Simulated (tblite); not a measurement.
Compound: C5H10Cl2Si.
Structure used (GFN2-xTB), in Å, numbered top down from 1:
```xyz
18
C5H10Cl2Si angstrom
C     -3.261    0.891    0.432
C     -2.264    0.754   -0.421
C     -1.248   -0.343   -0.371
C      0.160    0.227   -0.166
Si     1.487   -1.121   -0.086
C      3.189   -0.254    0.175
Cl     3.167    0.662    1.696
Cl     3.516    0.844   -1.180
H     -3.420    0.190    1.235
H     -3.966    1.702    0.362
H     -2.126    1.474   -1.219
H     -1.273   -0.902   -1.310
H     -1.489   -1.034    0.437
H      0.168    0.814    0.755
H      0.381    0.923   -0.979
H      1.615   -1.869   -1.339
H      1.320   -2.021    1.058
H      4.037   -0.932    0.235
```

Level: GFN2-xTB in tblite, geometry and Hessian alike; calculated harmonic values, unscaled, isolated species. Against measured fundamentals such values can be off by several per cent, at times by over 20. Modes of hydrogen on silicon can be 10 to 20 % off. One conformer, not necessarily the lowest.

Harmonic wavenumbers (cm⁻¹): 32.3, 35.0, 60.1, 77.2, 97.5, 140.6, 162.5, 247.3, 297.5, 318.8, 426.7, 459.6, 558.3, 563.3, 624.7, 687.3, 721.6, 730.6, 756.2, 776.0, 808.5, 895.4, 910.1, 950.5, 1023.5, 1057.0, 1069.1, 1123.3, 1173.6, 1175.6, 1221.1, 1255.3, 1288.3, 1329.1, 1416.4, 1455.8, 1482.2, 1720.2, 2257.2, 2267.2, 2953.9, 2963.9, 2966.8, 2972.8, 2991.9, 3051.6, 3097.7, 3125.8.

A = 1883, B = 493.7, C = 466.0 MHz; mass 167.993 u (most abundant isotopes); point group C1, symmetry number 1.

Task: What is the zero-point energy?

Result: Half the sum of the wavenumbers: 28888 cm⁻¹ = 82.60 kcal/mol.

Task: What is S at 298.15 K and 1 bar for an ideal gas of classical rigid rotors and harmonic oscillators?

Result: Translation 41.29, rotation 30.98, vibration 38.52: S = 110.8 cal/(mol K).

Task: And Cp and H(298.15 K) − H(0)?

Result: Cp = 41.19 cal/(mol K), of which vibrations give 33.24 (their classical limit is 48 R = 95.4); H(298.15 K) − H(0) = 7.81 kcal/mol without the zero-point energy, 5.44 from vibrations.

Task: How do the functions run with temperature in this model?

Result: 
| T (K) | S (cal/(mol K)) | Cp (cal/(mol K)) | H − H(0) (kcal/mol) | G − H(0) (kcal/mol) | ln q(vib) |
| --- | --- | --- | --- | --- | --- |
| 100 | 78.4 | 22.0 | 1.59 | -6.25 | 3.45 |
| 200 | 96.4 | 31.3 | 4.25 | -15.04 | 7.07 |
| 300 | 111.1 | 41.4 | 7.89 | -25.43 | 10.26 |
| 500 | 136.4 | 58.1 | 17.94 | -50.24 | 16.13 |
| 800 | 167.3 | 73.5 | 37.89 | -95.98 | 24.05 |
| 1000 | 184.5 | 80.1 | 53.29 | -131.20 | 28.81 |

q(vib) and H(0) count from the zero-point level.

Task: Which modes carry the vibrational entropy at 298.15 K?

Result: 32.3 cm⁻¹: 5.68; 35.0 cm⁻¹: 5.52; 60.1 cm⁻¹: 4.45; 77.2 cm⁻¹: 3.96; 97.5 cm⁻¹: 3.50; 140.6 cm⁻¹: 2.80 cal/(mol K); the other 42 give 12.60 together.

Hindered rotation and anharmonicity are outside this model. Other conformers, if any are populated, would add a mixing term that is left out. The structure is chiral; the term R ln 2 for an equal mix with its mirror image is left out.
